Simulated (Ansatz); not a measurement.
The molecule IrCl, multiplicity 5 (an upper state: multiplicity 3 came lower at CCSD(T)/def2-TZVPP on PBE0 minima). No spin–orbit coupling.

The constants come from a fifth-degree fit in 1/R (seven points, main isotopes). Runs in def2 and cc sets follow the lowest solution found near the PBE0 minimum.

The values were computed with Ansatz (Gaussian basis) for Hartree–Fock, density functionals and correlated methods. Each number belongs to the level named beside it. In def2 rows elements past Kr take small-core potentials, without spin–orbit coupling.

Energies at PBE/def2-TZVPP:

```csv
R (Å),E (hartree)
2.093448,-564.33445888
2.149723,-564.33945553
2.201497,-564.34192030
2.260023,-564.34278361
2.318550,-564.34207481
2.386080,-564.33980284
2.464866,-564.33576770
```

With a reduced mass of 29.6040 u, find the minimum, the force constant and the constants.

A fifth-degree polynomial in 1/R puts the minimum at r_e = 2.2602 Å with force constant 199 N/m. Then ω_e = (1/2πc)√(k/μ) = 338 cm⁻¹ and B_e = h/(8π²cμr_e²) = 0.1115 cm⁻¹; the cubic and quartic terms give α_e = 0.00056 and ω_e x_e = 1.3 cm⁻¹.

Ansatz is a quantum-chemistry and plane-wave program.
